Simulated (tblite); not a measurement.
Compound: C2H5BO5S.
Atom-mapped SMILES: `[CH2:1]=[C:2]([B:3]([OH:4])[OH:5])[S:6](=[O:7])(=[O:8])[OH:9]` (hydrogens: H10, H11 on C1; H12 on O4; H13 on O5; H14 on O9)

Computed with GFN2-xTB (tblite), gas phase: L-BFGS steps from a force-field or distance-geometry start until the largest atomic force falls under 0.01 eV/Å.

Step 37: E = -862.8240 eV
```
atom  x, y, z in Å  |  force x, y, z in eV/Å
C1      0.0398    1.7919    0.0431    0.043  -0.010  -0.031
C2     -0.1529    0.4864    0.0886    0.016  -0.006   0.005
B3     -1.4837   -0.3324   -0.1592   -0.011   0.019  -0.051
O4     -1.5314   -1.6664   -0.0519    0.010  -0.044   0.023
O5     -2.5901    0.3645   -0.4936    0.012   0.006   0.021
S6      1.3059   -0.4588    0.4827    0.020   0.046  -0.026
O7      2.1491    0.2048    1.4303   -0.013  -0.014  -0.049
O8      0.9821   -1.8371    0.7509   -0.015   0.026   0.017
O9      2.0743   -0.4115   -0.9499   -0.051   0.011   0.077
H10    -0.7627    2.4723   -0.1950    0.002  -0.051   0.006
H11     1.0121    2.2130    0.2408    0.027   0.008   0.047
H12    -0.6955   -2.0735    0.2252    0.017  -0.036   0.014
H13    -3.3615   -0.1931   -0.6117   -0.019   0.022  -0.029
H14     3.0141   -0.5603   -0.8223   -0.038   0.022  -0.023
```

Step 38: E = -862.8251 eV
```
atom  x, y, z in Å  |  force x, y, z in eV/Å
C1      0.0442    1.7897    0.0446    0.032  -0.005  -0.035
C2     -0.1535    0.4853    0.0941   -0.004  -0.005  -0.016
B3     -1.4842   -0.3329   -0.1604   -0.022   0.028  -0.027
O4     -1.5298   -1.6669   -0.0532   -0.010  -0.032   0.007
O5     -2.5920    0.3617   -0.4948    0.032   0.033   0.013
S6      1.3043   -0.4599    0.4864    0.021   0.056   0.001
O7      2.1496    0.2051    1.4307    0.002  -0.005  -0.031
O8      0.9825   -1.8377    0.7581   -0.017   0.014  -0.001
O9      2.0654   -0.4082   -0.9482   -0.044  -0.007   0.039
H10    -0.7552    2.4715   -0.1974   -0.019  -0.035   0.003
H11     1.0166    2.2096    0.2418    0.037   0.002   0.053
H12    -0.6930   -2.0684    0.2255    0.048  -0.072   0.029
H13    -3.3627   -0.1954   -0.6176   -0.020   0.009  -0.025
H14     3.0071   -0.5537   -0.8317   -0.036   0.019  -0.011
```

Question: Estimate the geometry and energy of step 39. (The exact step hangs on the optimiser's Hessian estimate; all steps are aligned on step 38, rigid shifts and turns removed.)

Answer: E = -862.8261 eV, largest force 0.100 eV/Å
```
atom  x, y, z in Å  |  force x, y, z in eV/Å
C1      0.0488    1.7876    0.0452    0.017   0.004  -0.030
C2     -0.1540    0.4843    0.0983   -0.022   0.000  -0.031
B3     -1.4847   -0.3336   -0.1614   -0.017   0.017   0.001
O4     -1.5281   -1.6680   -0.0520   -0.015  -0.014  -0.015
O5     -2.5928    0.3595   -0.4966    0.040   0.045   0.006
S6      1.3025   -0.4599    0.4899    0.011   0.043   0.031
O7      2.1505    0.2057    1.4304    0.021   0.011  -0.004
O8      0.9823   -1.8372    0.7647   -0.013   0.002  -0.014
O9      2.0557   -0.4048   -0.9459   -0.031  -0.022  -0.015
H10    -0.7484    2.4702   -0.1993   -0.031  -0.017  -0.003
H11     1.0216    2.2064    0.2439    0.035  -0.007   0.054
H12    -0.6895   -2.0671    0.2244    0.048  -0.078   0.041
H13    -3.3637   -0.1961   -0.6235   -0.017   0.001  -0.021
H14     2.9990   -0.5472   -0.8401   -0.027   0.015   0.000
```

The energy changes by -0.0010 eV. The first-order estimate −F·Δx gives -0.0014 eV and the mean of the old and new forces, exact on a quadratic surface, -0.0010 eV. The step makes an angle of 71° with the force vector and moves no atom by more than 0.013 Å.

The cost below is that of the whole relaxation. The run took 1.2 s on an Arm Neoverse N1 with one thread, shared host with 64 logical CPUs at a one-minute load of 57.
